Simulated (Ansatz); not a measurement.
Consider the ligand exchange at the Si–C bond: `O=C=C([SiH3])[SiH3]` + `BNC=C` → `BN([SiH3])C=C` + `O=C=C[SiH3]`.

Gas-phase electronic energies from Ansatz, PBE0-D4/def2-TZVP geometries. CCSD(T)/CBS adds triple-zeta CCSD(T) − MP2 to the extrapolated MP2 energy (def2 sets, frozen cores). Functionals use def2-TZVPP. One conformer a species, not always the lowest.

```
       level  ΔE (kJ/mol)
     ωB97M-V          5.9
      B2PLYP          8.7
      r2SCAN         12.3
HF/CBS(def2)          6.5
```

What does CCSD(T)/CBS give? (Best estimate.)

The calculation gave: +5.3 kJ/mol. The listed levels differ from it by 0.6, 3.4, 7.0, 1.2 kJ/mol.

Largest T1 diagnostic among the species: 0.016.
